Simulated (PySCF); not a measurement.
A structure optimised at PBE0-D3(BJ)/def2-SVP, used in a PySCF frequency run:

```xyz
10

N     -2.7374     0.6151     0.8395
Si    -1.5501    -0.4473     0.1592
Si     0.6751     0.2923     0.3030
F      0.8067     1.7293    -0.4541
Cl     1.8880    -1.0587    -0.6909
H     -2.8228     0.6921     1.8469
H     -2.9163     1.5090     0.3950
H     -1.8303    -0.6289    -1.2967
H     -1.6191    -1.7593     0.8713
H      1.2443     0.4849     1.6677
```

Task: Write its SMILES and formula.

Result: N[SiH2][Si@H](F)Cl, ClFH5NSi2

Task: What are its rotational constants (standard atomic weights)?

Result: 4.0179, 1.2697, 1.0342 GHz
